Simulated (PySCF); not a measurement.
# Peak assignment

Bonds (- single, = double, # triple, : aromatic): C1-S2, S2=O3, S2=O4, S2-C5, C5-C6, C6=O7, C6-O8, O8-Si9. C1 carries H10, H11, H12; C5 carries H13, H14; Si9 carries H15, H16, H17.

[PySCF: PBE0-D3(BJ)/def2-SVP geometry; σ from GIAO-CAM-B3LYP/pcSseg-1; one computed conformer; no relativistic terms; in vacuum; one averaged value for each set of equivalent atoms]

Chemical shifts δ = σref − σ; 13C (σref 182.45), 1H (σref 31.33) against TMS, all at this level.

Problem. Assign these signals to the numbered atoms. 13C{1H} NMR (computed): δ 176.8 (C), 66.0 (CH2), 45.1 (CH3).

Solution. 
176.8 → C6, carbonyl carbon
66.0 → C5, sp3 CH2 bonded to S, α to a carbonyl
45.1 → C1, methyl carbon bonded to S

Problem. Assign these signals to the numbered atoms. 1H NMR (400 MHz, computed): δ 4.76 (s, 3H), 3.57 (s, 2H), 2.96 (s, 3H).

Solution. 
4.76 → H15/H16/H17, hydrogen on a silicon bonded to O
3.57 → H13/H14, hydrogen on an sp3 CH2 bonded to S, α to a carbonyl
2.96 → H10/H11/H12, hydrogen on a methyl carbon bonded to S

Shifts are as computed, not scaled to solution data. Of 1211 compounds with measured shifts, 218 miss one by over three times the rms of a fit or turn the order of signals round; such compounds aren't used in these exercises. Multiplicities follow the n + 1 count of equivalent neighbours, as no J values were calculated; m marks all less simple cases, F and P coupling included.
